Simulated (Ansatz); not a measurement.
Geometry optimisation, Ansatz 0.2.0, RKS PBE0-D4/def2-mTZVP.

Input file:

```yaml
crystal:
  periodic: [false, false, false]
  atoms:
    - { symbol: "N", position_ang: [-1.1466, -0.0168, -1.0473] }
    - { symbol: C, position_ang: [-0.0308, -0.2218, -0.2176] }
    - { symbol: Sn, position_ang: [-0.4973, -1.8542, 1.0846] }
    - { symbol: O, position_ang: [0.343, 0.9232, 0.5686] }
    - { symbol: Al, position_ang: [1.3926, 2.0976, -0.3282] }
    - { symbol: H, position_ang: [-1.94956, -0.70848, -0.75641] }
    - { symbol: H, position_ang: [-0.91464, -0.34692, -2.04746] }
    - { symbol: H, position_ang: [0.8712, -0.5381, -0.8484] }
    - { symbol: H, position_ang: [-1.8326, -1.4199, 2.1438] }
    - { symbol: H, position_ang: [0.9314, -2.1718, 2.1324] }
    - { symbol: H, position_ang: [-0.8522, -3.2764, 0.1697] }
    - { symbol: H, position_ang: [2.994, 1.9628, -0.1625] }
    - { symbol: H, position_ang: [0.718, 3.2816, -1.2414] }
basis:
  gaussian: { orbitals: def2-mTZVP }
hamiltonian:
  xc: pbe0
  dispersion: d4
relax:
  f_tol: 0.015
  max_steps: 40
```

Command:

```bash
$ ansatz run input.yaml --threads 2 --pin off --max-ram 3072MiB --backend cpu --events-out ev --progress --plain --runs-dir out
```

Task: Where does it end, and by what steps?

Result: The forces met the threshold. After 25 steps the energy has fallen by 1.725 eV; H12 moved furthest, 1.94 Å. Joined: N1–Al5 (3.38 → 2.06 Å).

```
step  energy less start (eV)  largest force component (eV/Å)  accepted
   0                  0.0000                           2.648       yes
   1                 -0.4936                           1.254       yes
   2                 -0.6642                           0.791       yes
   3                 -0.7651                           0.439       yes
   4                 -0.8463                           0.661       yes
   5                 -0.9054                           0.728       yes
   6                 -0.9656                           0.521       yes
   7                 -1.0302                           0.278       yes
   8                 -1.0815                           0.426       yes
   9                 -1.1607                           0.419       yes
  10                 -1.2814                           0.594       yes
  11                 -1.4700                           0.475       yes
  12                 -1.6345                           0.378       yes
  13                 -1.6733                           0.625       yes
  14                 -1.6992                           0.325       yes
  15                 -1.7102                           0.121       yes
  16                 -1.7174                           0.060       yes
  17                 -1.7164                           0.166        no
  18                 -1.7197                           0.050       yes
  19                 -1.7211                           0.179       yes
  20                 -1.7230                           0.119       yes
  21                 -1.7237                           0.043       yes
  22                 -1.7239                           0.044       yes
  23                 -1.7243                           0.031       yes
  24                 -1.7245                           0.017       yes
  25                 -1.7245                           0.009       yes
```

```xyz
13
Properties=species:S:1:pos:R:3
N -0.367 0.230 -1.112
C 0.510 -0.545 -0.157
Sn -0.590 -1.851 1.217
O 1.184 0.429 0.552
Al 0.793 1.821 -0.505
H -1.339 0.278 -0.819
H -0.339 -0.123 -2.064
H 1.182 -1.147 -0.785
H -1.974 -0.956 1.703
H 0.380 -2.246 2.561
H -1.120 -3.285 0.430
H 1.815 2.131 -1.691
H -0.108 2.976 0.119
```

Whether the end is a true minimum wasn't checked by a vibrational analysis.

Time of the run: 7 min on 2 threads of Intel(R) Xeon(R) Processor @ 2.50GHz (Skylake/Cascade Lake) (shared host), peak memory 0.45 GiB.
